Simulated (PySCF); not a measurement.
**How methods differ on the ionisation energy of Ne²⁺**

Ne²⁺ [He] 2s2 2p4 (3P) → Ne³⁺ [He] 2s2 2p3 (4S), as a difference of total energies. All numbers are calculated (PySCF 2.14, no relativity, point nucleus, in aug-cc-pwCVDZ (5s4p2d, 27 functions)). Correlated levels: valence: 1s2 frozen. The calculations carry no spin-orbit coupling.

```json
{"method": "UHF", "ionisation energy (eV)": "61.655"}
{"method": "MP2 (valence)", "ionisation energy (eV)": "62.472"}
{"method": "SCS-MP2 (valence)", "ionisation energy (eV)": "62.482"}
{"method": "CCSD (valence)", "ionisation energy (eV)": "62.469"}
{"method": "CCSD(T) (valence)", "ionisation energy (eV)": "62.484"}
{"method": "CCSDT (valence)", "ionisation energy (eV)": "62.485"}
```

Q: How much does correlation contribute at CCSD(T) (valence)?

A: 62.484 − (61.655) = 0.829 eV, measured against UHF.

A first-order spin-orbit estimate (lowest level to lowest level, LS coupling) adds 0.035 eV.

Errors of the correlated levels include the incompleteness of this basis and the frozen core.

For comparison: 63.423 eV (measured; NIST Atomic Spectra Database, ionization energies).
